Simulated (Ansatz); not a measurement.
One change: `BC/C(C)=C\F` becomes `B/C(C)=C/F`.

Ansatz, PBE0-D4/def2-TZVP geometries, multiplicity 1. Each molecule was computed in one conformer, which needn't be the lowest.

```csv
property,`BC/C(C)=C\F`
LUMO energy (PBE/def2-TZVPP) / eV,-1.86
HOMO energy (ωB97M-V/def2-TZVPP) / eV,-9.47
HOMO–LUMO gap (PBE/def2-TZVPP) / eV,4.34
HOMO energy (PBE/def2-TZVPP) / eV,-6.20
HOMO–LUMO gap (ωB97M-V/def2-TZVPP) / eV,10.57
LUMO energy (B3LYP/def2-TZVPP) / eV,-1.09
```

(1) Give the same properties after the change, and the shifts. (Estimate.)

Answers

(1) The calculation gave: 
```json
{"property": "LUMO energy (PBE/def2-TZVPP) / eV", "`B/C(C)=C/F`": "-2.75", "shift": "-0.89"}
{"property": "HOMO energy (ωB97M-V/def2-TZVPP) / eV", "`B/C(C)=C/F`": "-10.05", "shift": "-0.58"}
{"property": "HOMO–LUMO gap (PBE/def2-TZVPP) / eV", "`B/C(C)=C/F`": "4.02", "shift": "-0.32"}
{"property": "HOMO energy (PBE/def2-TZVPP) / eV", "`B/C(C)=C/F`": "-6.77", "shift": "-0.57"}
{"property": "HOMO–LUMO gap (ωB97M-V/def2-TZVPP) / eV", "`B/C(C)=C/F`": "10.25", "shift": "-0.32"}
{"property": "LUMO energy (B3LYP/def2-TZVPP) / eV", "`B/C(C)=C/F`": "-2.01", "shift": "-0.92"}
```

With PBE0 the HOMO falls by 0.56 eV and the LUMO falls by 0.92 eV, so the gap narrows by about 0.36 eV. PBE moves the HOMO by -0.57 eV and ωB97M-V by -0.58 eV.

B3LYP here is the variant with VWN-RPA as its local correlation; programs differ in this.
